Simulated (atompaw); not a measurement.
**gold: PAW (atompaw) pseudisation with LDA (PW92), scalar-relativistic reference atom.**

atompaw 4.2.0.5 input, output lines left out:

```
Au 79
LDA-PW scalarrelativistic loggrid 2001 logderivrange -11 5 401
6 6 5 4 0 0
6 0 0
6 1 0
0 0 0
c
c
c
c
v
v
c
c
c
v
v
c
c
v
c
2
2.10 1.65 1.65 2.10
n
n
y
-0.35
n
custom polynom2 7 10 vanderbiltortho besselshape
3 0 ultrasoft
1.30
2.10
1.65
2.10
1.55
1.55
```

* Cutoffs needed: 160 Ry and 300 Ry (the cutoffs (Ry, on a coarse ladder) from which the occupation-weighted sum of valence levels, in a spherical-Bessel basis at the reference potential, stays within 10 and 1 mRy of its value at 400 Ry)
* Ghost test: no extra level below or beside the all-electron valence levels (s, p, d, f tested) (spherical-Bessel basis up to 400 Ry, 20 bohr box)
* Lowest eigenvalue of the overlap operator: 0.47 (s channel)
* Overlap eigenvalues printed by atompaw (projector basis): 0.0205, 0.345, 1.14, 903, 1.82e+03, 1.48e+05
* Share of each valence orbital outside the PAW sphere: 5s 0 %, 6s 70 %, 5p 1 %, 6p 90 %, 5d 19 %
